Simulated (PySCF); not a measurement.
# Electron correlation in Ca (calcium, neutral)

[Ar] 4s2, closed-shell 1S. Calculation: PySCF 2.14, in x2c-TZVPPall with one added diffuse shell each of s, p, d type (7s6p4d, 45 functions); scalar relativity by spin-free X2C-1e. Frozen: [Ar]; 2 electrons correlated.

With two correlated electrons CCSD is exact within the correlated space (frozen core and kept virtual orbitals).

```
level  correlation energy (mhartree)
 CCSD                         -28.24
```

Diagnostics: T1 = 0.016, D1 = 0.0229, largest double amplitude 0.076.

Cost of the coupled-cluster step: about 0.3 core-seconds, for 2 correlated electrons.
